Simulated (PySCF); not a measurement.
Al(Me)(Et)(OH) (C3H9AlO), SMILES [CH3][Al]([OH])[CH2]C.

Geometry optimised at r2SCAN-D4/def2-SVP. The structure was generated by enumeration; whether it is a known compound was not checked. Other conformers were not sampled.

The numbers are results of TDA-PBE/def2-SVPD (PySCF), not measurements.

Vertical excitations. Isolated molecule, no solvent.

Computed UV-visible absorptions:
| state | energy (eV) | λ (nm) | f | main pairs |
|---|---|---|---|---|
| S1 | 5.28 | 235 | 0.052 | HOMO→LUMO 98 % |
| S2 | 5.38 | 230 | 0.000 | HOMO→LUMO+1 99 % |
| S3 | 6.26 | 198 | 0.047 | HOMO→LUMO+2 97 % |
| S4 | 6.46 | 192 | 0.031 | HOMO−1→LUMO 98 % |
| S5 | 6.54 | 190 | 0.023 | HOMO−2→LUMO 92 % |
| S6 | 6.75 | 184 | 0.022 | HOMO→LUMO+3 97 % |
| S7 | 6.76 | 184 | 0.013 | HOMO−2→LUMO+1 95 % |
| S8 | 7.15 | 173 | 0.047 | HOMO−3→LUMO 81 %, HOMO−1→LUMO+1 14 % |
| S9 | 7.22 | 172 | 0.004 | HOMO−4→LUMO 91 % |
| S10 | 7.22 | 172 | 0.041 | HOMO−1→LUMO+1 51 %, HOMO−3→LUMO 14 %, HOMO→LUMO+4 13 %, HOMO−4→LUMO 8 % |
| T1 | 4.97 | 249 | 0 | HOMO→LUMO 99 % |
| T2 | 5.10 | 243 | 0 | HOMO→LUMO+1 100 % |
| T3 | 6.10 | 203 | 0 | HOMO→LUMO+2 98 % |
| T4 | 6.19 | 200 | 0 | HOMO−1→LUMO+1 78 %, HOMO−1→LUMO 19 % |
Triplets are in the Tamm–Dancoff approximation.
